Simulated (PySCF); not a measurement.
Correlation energy of N (nitrogen, neutral)

[He] 2s2 2p3, high-spin 4S determinant. Calculation: PySCF 2.14, in Sapporo-DZP-2012; the spin-free X2C one-electron Hamiltonian (Gaussian nucleus). Frozen: 1s2; 5 electrons correlated.

MP2 pair energies summed by pair of shells (mhartree):

| pair | energy | share (%) |
| --- | --- | --- |
| 2s-2p | -50.27 | 64.1 |
| 2p-2p | -19.66 | 25.1 |
| 2s-2s | -8.50 | 10.8 |

Total MP2 correlation energy: -78.42 mhartree.

Same-spin part -24.17 and opposite-spin part -54.26 mhartree; SCS-MP2 scales them by 1/3 and 6/5 to -73.17 mhartree.

```
  level  correlation energy (mhartree)
   CCSD                         -95.69
    (T)                          -0.82
CCSD(T)                         -96.51
```

Diagnostics: T1 = 0.0044, D1 = 0.0113, largest double amplitude 0.045.

Cost of the coupled-cluster step: 0.08 s of wall time on 1 thread of Neoverse-V2 (shared host), for 5 correlated electrons.

Iterations:

```
CC2 = 0
CCSD nocc = (np.int64(4), np.int64(1)), nmo = (17, 17)
frozen orbitals [[0], [0]]
max_cycle = 100
direct = 0
conv_tol = 1e-08
conv_tol_normt = 1e-06
diis_space = 8
diis_start_cycle = 0
Init t2, MP2 energy = -0.0784239712166783
Init E_corr(UCCSD) = -0.078423971230084
cycle = 1  E_corr(UCCSD) = -0.0919280608893289  dE = -0.0135040897  norm(t1,t2) = 0.0303511
cycle = 2  E_corr(UCCSD) = -0.0946492764334672  dE = -0.00272121554  norm(t1,t2) = 0.00902143
cycle = 3  E_corr(UCCSD) = -0.0957205266651509  dE = -0.00107125023  norm(t1,t2) = 0.00349771
cycle = 4  E_corr(UCCSD) = -0.0956839067184244  dE = 3.66199467e-05  norm(t1,t2) = 0.000585897
cycle = 5  E_corr(UCCSD) = -0.0956879660864695  dE = -4.05936805e-06  norm(t1,t2) = 0.000122796
cycle = 6  E_corr(UCCSD) = -0.0956877640101962  dE = 2.02076273e-07  norm(t1,t2) = 1.78992e-05
cycle = 7  E_corr(UCCSD) = -0.0956879778853664  dE = -2.1387517e-07  norm(t1,t2) = 1.29601e-06
cycle = 8  E_corr(UCCSD) = -0.0956879251783476  dE = 5.27070188e-08  norm(t1,t2) = 2.09034e-07
cycle = 9  E_corr(UCCSD) = -0.0956879294630007  dE = -4.28465313e-09  norm(t1,t2) = 3.54583e-08
UCCSD converged
E(UCCSD) = -54.51086448235547  E_corr = -0.09568792946300073
UCCSD(T) correction = -0.000824600027666269
```
